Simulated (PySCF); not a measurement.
Work out the structure from these simulated measurements.

Elements present: C, F, H, O and Si. Monoisotopic mass: 174.0332 u.

- Dipole: 2.48 D [PBE0/pcSseg-1]
- 13C NMR: chemical shifts (computed TMS as zero) by class: 240.7 (1 C), 114.8 (1 C), 98.3 (1 C), 80.3 (1 C), 40.7 (1 C), -11.0 (1 C) ppm [GIAO PBE0/pcSseg-1]
- NMR, other nuclei: isotropic shieldings of nuclei other than C and H, by class: -527 (1 O), 424 (1 F), 387 (1 Si), 437 (1 Si) ppm [GIAO PBE0/pcSseg-1]
- 1H NMR: chemical shifts (computed TMS as zero) by class: 5.67 (1 H), 4.65 (1 H), 4.40 (1 H), 4.22 (1 H), 4.20 (1 H), 2.73 (3 H), 0.48 (3 H) ppm [GIAO PBE0/pcSseg-1]
- Rotational structure: rotational constants A, B, C: 1.543, 0.394, 0.389 GHz [GFN2-xTB]

Gas-phase values; electronic properties from PySCF, density fitting. Levels stand in brackets. Isolated species at its GFN2-xTB geometry (one conformer only). Each NMR value is the plain mean over a class of atoms that symmetry, rotation or inversion makes alike.

Task: Which formula fits the mass and the elements?

Result: C6H11FOSi2 (calculated 174.0332). No other formula that holds each of these elements comes within 0.0003 u with a fitting electron parity and a possible valence count.

Task: Propose a structure and show how it fits.

Result: Numbering: `[CH3:1][SiH2:2][C@H:3]([F:4])[C:5]#[C:6][SiH2:7][C:8]([CH3:9])=[O:10]`. Its formula, C6H11FOSi2, gives 3 degrees of unsaturation: 0 rings and 3 π bonds in the structure found. 6 carbons fall into 6 classes; from least to most shielded: carbonyl carbon [C8] (240.7 ppm), alkyne carbon [C5] (114.8 ppm), alkyne carbon [C6] (98.3 ppm), sp3 C–F carbon [C3] (80.3 ppm), methyl carbon next to a carbonyl [C9] (40.7 ppm), Si-methyl carbon [C1] (-11.0 ppm). Hydrogen classes from least to most shielded: 1 H on an sp3 C–F carbon, C3 (5.67 ppm), 1 H on an SiH2 silicon, Si7 (4.65 ppm), 1 H on an SiH2 silicon, Si2 (4.40 ppm), 1 H on an SiH2 silicon, Si7 (4.22 ppm), 1 H on an SiH2 silicon, Si2 (4.20 ppm), 3 H on a methyl carbon next to a carbonyl, C9 (2.73 ppm, a mean of values up to 1.2 ppm apart in this geometry), 3 H on an Si-methyl carbon, C1 (0.48 ppm, a mean of values up to 0.5 ppm apart in this geometry). The other shieldings belong to: -527 ppm, carbonyl oxygen [O10]; 424 ppm, alkyl fluorine [F4]; 387 ppm, SiH2 silicon [Si2]; 437 ppm, SiH2 silicon [Si7]. The optimised geometry has point group C1 and is an asymmetric top. Structure: `C[SiH2][C@H](F)C#C[SiH2]C(C)=O`. Computed isomers that give other values at the same levels: `C#CCCO[Si]1(F)C[SiH2]C1` (13C chemical shifts (computed TMS as zero) by class: 84.2 (1 C), 76.8 (1 C), 64.8 (1 C), 24.5 (1 C), 9.8 (2 C) ppm). The assignments are read from this structure; whether some other isomer fits the data as well wasn't checked. The mirror image fits equally.

The values belong to the conformer `[CH3:1][SiH2:2][C@H:3]([F:4])[C:5]#[C:6][SiH2:7][C:8]([CH3:9])=[O:10]`: C1–Si2–C3–F4 66°, C6–Si7–C8–C9 43°.
